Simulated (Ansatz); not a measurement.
C₂H₆BrFSi, SMILES `FC[SiH2]CBr`, relaxed with RKS PBE-D4/def2-SVP in Ansatz from a rough embedded geometry. The force threshold is 0.03 eV/Å; the program also tests the step.

Total charge 0; spin multiplicity 1.

Start:

```xyz
11

F    -0.392    1.066    1.816
C    -1.183    0.378    0.970
Si   -0.086   -0.758    0.059
C     1.275    0.114   -0.894
Br    0.572    1.255   -2.235
H    -1.958   -0.163    1.530
H    -1.694    1.092    0.290
H     0.489   -1.779    0.910
H    -0.873   -1.501   -0.976
H     1.998   -0.521   -1.322
H     1.852    0.818   -0.150
```

(1) By how much does the energy fall, and how many steps does the optimiser take? (An estimate is asked.)

(2) Which bonds change most? (An estimate is asked.)

(3) Give the relaxed structure. (Estimate.)

Results:

(1) Ansatz gave: 9.07 kcal/mol, in 4 steps.

(2) Ansatz gave: C2–Si3 from 1.823 to 1.908 Å; C4–Br5 from 1.896 to 1.967 Å; C4–H11 from 1.175 to 1.107 Å; Si3–H8 from 1.449 to 1.506 Å.

(3) The calculation gave: 
```xyz
11

F    -0.354    1.089    1.848
C    -1.183    0.398    0.956
Si   -0.094   -0.846    0.002
C     1.287    0.136   -0.854
Br    0.521    1.332   -2.216
H    -1.998   -0.106    1.523
H    -1.655    1.125    0.257
H     0.540   -1.797    0.982
H    -0.905   -1.608   -1.008
H     2.030   -0.505   -1.365
H     1.811    0.782   -0.124
```
